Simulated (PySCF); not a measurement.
The same groups moved round the core (butadiene methyl+boryl). Gas-phase values, no solvent. One relaxed conformer stands for each flexible species; it need not be the lowest. Strings in code marks are SMILES.

The HOMO–LUMO gap from two functionals at the same geometries (CAM-B3LYP-D3(BJ)/def2-TZVP), both in PySCF: PBE-D3(BJ)/def2-TZVP and CAM-B3LYP-D3(BJ)/def2-TZVP. 

```
species           CAM-B3LYP-D3(BJ)/def2-TZVP (eV)
----------------  -------------------------------
`C=C(/C=C/C)B`                               7.11
`BC(=C)/C=C\C`                               7.37
`C(/C=C(/C)B)=C`                             7.01
`C=C/C(=C\B)C`                               7.25
`C(/C(C)=C/B)=C`                             7.18
`B/C=C/C(=C)C`                               7.28
`B/C=C\C(=C)C`                               7.13
`B/C=C/C=C/C`                                7.15
`B/C=C/C=C\C`                                7.09
`B/C=C\C=C/C`                                7.01
```

Q: What does PBE-D3(BJ)/def2-TZVP give for each?

A: 
- `C=C(/C=C/C)B`: 2.90
- `BC(=C)/C=C\C`: 3.09
- `C(/C=C(/C)B)=C`: 2.98
- `C=C/C(=C\B)C`: 3.21
- `C(/C(C)=C/B)=C`: 3.18
- `B/C=C/C(=C)C`: 3.25
- `B/C=C\C(=C)C`: 3.13
- `B/C=C/C=C/C`: 3.17
- `B/C=C/C=C\C`: 3.12
- `B/C=C\C=C/C`: 3.02
Over these rows, drawn at random from the members with no instability flagged (it was tested for open shells, ions and some series alone), PBE minus CAM-B3LYP-D3(BJ): mean -4.05 eV, from -4.28 eV to -3.97 eV.
